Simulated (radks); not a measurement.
The numbers below are computed, except where a source is named.
Ar4+, 14 electrons, occupied as [Ne] 3s2 3p2. Level of theory: Dirac Kohn-Sham, LDA (Slater exchange, Perdew-Wang correlation), spin-unpolarised, spherical densities, finite nucleus; open shells are shared between the two j in proportion to 2j + 1; Fermi nuclear charge, rms radius 3.4274 fm (a radial shooting solver on a logarithmic mesh with Libxc functionals).

Spin-orbit splittings of the eigenvalues, e(l+1/2) - e(l-1/2), with zeta = 2 splitting/(2l+1) and mean radii in bohr:

| shell | occ. | splitting (eV) | zeta (eV) | <r> j=l-1/2 | <r> j=l+1/2 |
|---|---|---|---|---|---|
| 2p | 6 | 2.250 | 1.500 | 0.3738 | 0.3762 |
| 3p | 2 | 0.2814 | 0.1876 | 1.330 | 1.335 |
| 3d | 0 | ? | ? | 1.486 | 1.487 |
| 4p | 0 | 0.07445 | 0.04963 | 3.064 | 3.072 |
| 4f | 0 | 0.0008171 | 0.0002335 | 3.596 | 3.596 |

Estimate the 3d splitting.

Answer. 0.02265 eV (zeta = 0.009060 eV).
